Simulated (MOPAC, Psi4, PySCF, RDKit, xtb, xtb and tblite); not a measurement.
Two geometries of SMILES Nc1ccccc1[SiH3] (C6H9NSi), relaxed at GFN2-xTB with one dihedral held; other torsions can differ between them too.

Structure A

```
17

N     -1.1757     1.6712    -0.6487
C     -0.0440     0.9133    -0.2438
C      0.5644     1.0710     0.9942
C      1.6581     0.2921     1.3299
C      2.1273    -0.6601     0.4414
C      1.5067    -0.8228    -0.7854
C      0.4180    -0.0432    -1.1481
Si    -0.4752    -0.1732    -2.8004
H     -2.0394     1.2080    -0.3883
H     -1.1807     2.5778    -0.1871
H      0.1945     1.8163     1.6873
H      2.1352     0.4212     2.2908
H      2.9769    -1.2730     0.7057
H      1.8772    -1.5657    -1.4777
H     -1.8548    -0.6235    -2.5843
H      0.2257    -1.1805    -3.6070
H     -0.4595     1.1179    -3.4829
```

Structure B

```
17

N     -1.1376     1.7735    -0.3852
C     -0.1144     0.8930    -0.1711
C      1.1678     1.2186    -0.6218
C      2.2242     0.3548    -0.4266
C      2.0217    -0.8531     0.2225
C      0.7543    -1.1766     0.6684
C     -0.3338    -0.3286     0.4888
Si    -2.0317    -0.8297     1.1224
H     -2.0657     1.5666    -0.0735
H     -0.9602     2.6446    -0.8479
H      1.3216     2.1622    -1.1280
H      3.2089     0.6232    -0.7815
H      2.8453    -1.5338     0.3780
H      0.5987    -2.1194     1.1745
H     -2.5261     0.1514     2.1007
H     -1.9426    -2.1437     1.7562
H     -2.9996    -0.8865     0.0161
```

Q: Which is lower in energy at the level Psi4 1.11 with B3LYP-D3(BJ)/def2-SVP // GFN2-xTB, and by how much?

A: B is lower, by 11.97 kJ/mol (dihedral H9–N1–C2–C3: -90° in A, 180° in B).

E(B) − E(A) in kJ/mol at the other levels, on the same two geometries: GFN2-xTB (xtb and tblite) -18.09; MMFF94 // GFN2-xTB (RDKit) -14.10; B3LYP/def2-SVP // GFN2-xTB (Psi4) -12.16; PBE/def2-SVP // GFN2-xTB (Psi4) -15.74; PBE-D3(BJ)/def2-SVP // GFN2-xTB (Psi4) -15.61; UFF // GFN2-xTB (RDKit) -46.83; PM7, restricted, heats of formation // GFN2-xTB (MOPAC) -4.37; PM6, restricted, heats of formation // GFN2-xTB (MOPAC) -12.25; GFN1-xTB // GFN2-xTB (xtb) -3.35; restricted B3LYP/6-31G*, spherical d, density fitting // GFN2-xTB (PySCF) -6.62; restricted MP2 (frozen core)/3-21G // GFN2-xTB (PySCF) 0.46; restricted M06-2X/6-31G*, spherical d, density fitting // GFN2-xTB (PySCF) -3.80; restricted MP2 (frozen core)/6-31G*, spherical d // GFN2-xTB (PySCF) 3.11.

MMFF94 has few fitted parameters for silicon.
